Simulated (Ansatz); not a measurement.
Geometry optimisation, Ansatz 0.2.0, RHF/def2-SVP.

The input (input.yaml):

```yaml
crystal:
  periodic: [false, false, false]
  atoms:
    - { symbol: Sn, position_ang: [-0.5301, -0.065375, -0.389118] }
    - { symbol: Cl, position_ang: [0.191816, 0.836448, 3.039898] }
    - { symbol: H, position_ang: [0.693472, -1.083198, 0.207564] }
    - { symbol: H, position_ang: [-0.122223, 1.585734, -0.393233] }
    - { symbol: H, position_ang: [-0.962349, -0.560615, -1.975178] }
    - { symbol: "N", position_ang: [-2.176811, -0.272223, 0.873075] }
    - { symbol: H, position_ang: [-2.59122, -1.189849, 0.879979] }
    - { symbol: H, position_ang: [-2.9097, 0.390575, 0.686205] }
    - { symbol: H, position_ang: [-0.992184, 0.358504, 2.681409] }
basis:
  gaussian: { orbitals: def2-SVP }
hamiltonian:
  xc: hf
relax:
  f_tol: 0.03
  max_steps: 50
```

Command:

```bash
$ ansatz run input.yaml --threads 1 --pin off --max-ram 2048MiB --backend cpu --events-out ev --progress --plain --runs-dir out
```

Task: Where does it end, and by what steps?

Result: The run converged. After 9 steps the energy has fallen by 0.139 eV; Cl2 moved furthest, 0.77 Å.

```tsv
step	energy less start (eV)	largest force component (eV/Å)	accepted
0	0.0000	1.147	yes
1	-0.0364	1.268	yes
2	-0.0870	0.769	yes
3	-0.0893	0.912	yes
4	-0.1297	0.192	yes
5	-0.1347	0.141	yes
6	-0.1378	0.083	yes
7	-0.1387	0.031	yes
8	-0.1388	0.094	yes
9	-0.1393	0.022	yes
```

```xyz
9
Properties=species:S:1:pos:R:3
Sn -0.520 -0.093 -0.571
Cl -0.343 0.767 3.593
H 0.739 -1.132 -0.088
H -0.038 1.538 -0.663
H -1.187 -0.609 -2.062
N -1.940 -0.181 0.924
H -2.313 -1.101 1.093
H -2.724 0.435 0.791
H -1.074 0.376 2.595
```

Run time: 20 s on 1 thread of Arm Neoverse V2, with other jobs on the host, peak memory 0.17 GiB.
